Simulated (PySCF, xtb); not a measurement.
2H-pyran-5-one (C5H6O2), SMILES C1(C=CCOC1)=O. The values are those of a single conformer.

Harmonic wavenumbers (cm⁻¹) from xtb with GFN2-xTB at its own minimum, in rising order: 82, 258, 291, 420, 465, 482, 569, 729, 757, 848, 923, 932, 952, 1000, 1017, 1110, 1141, 1165, 1209, 1239, 1284, 1310, 1328, 1419, 1432, 1662, 1743, 2785, 2813, 2972, 2993, 3070, 3092.

Task: What does PySCF with PBE-D3(BJ)/def2-SVP give at its own minimum? (An estimate is asked for; the answer gives what the named calculation found.)

Result: 107, 244, 297, 415, 466, 488, 562, 708, 737, 843, 898, 950, 976, 983, 1011, 1086, 1160, 1182, 1234, 1245, 1293, 1333, 1358, 1382, 1396, 1638, 1748, 2829, 2863, 3009, 3061, 3091, 3128. Paired by order, the mean absolute difference is 22 cm⁻¹ and the zero-point energies are 62.2 and 62.5 kcal/mol.
